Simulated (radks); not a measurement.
Results of a calculation; reference values are marked as such.
Spin polarisation of the 6p2 shell in neutral lead. Start: [Hg] 6p(up 1, down 1); electrons of 6p are moved from spin down to spin up, other shells keep equal spins. Code: a radial shooting solver on a logarithmic mesh with Libxc functionals. Model: scalar-relativistic Kohn-Sham, r2SCAN, spin-polarised, spherical densities, finite nucleus; meta-GGA in the generalised Kohn-Sham scheme; Fermi nuclear charge, rms radius of each element as measured or else 0.836 A^(1/3) + 0.57 fm.

moment (Bohr magnetons),E - E(0) (eV),e(6p up) (eV),e(6p down) (eV),6s down minus up (eV),5d down minus up (eV),5p down minus up (eV)
0,0.000,-3.530,-3.530,0.000,0.000,0.000
0.5,-0.058,-3.746,-3.279,0.389,0.036,0.008
1,-0.233,-3.926,-2.995,0.769,0.073,0.016
1.5,-0.525,-4.070,-2.661,1.132,0.111,0.023
2,-0.948,-4.184,-2.035,1.468,0.152,0.030

At moment 2 the spin-polarisation energy is -0.948 eV and the 6p exchange splitting 2.149 eV, that is 1.075 eV per Bohr magneton; E = -I m^2/4 would give I = 0.948 eV.
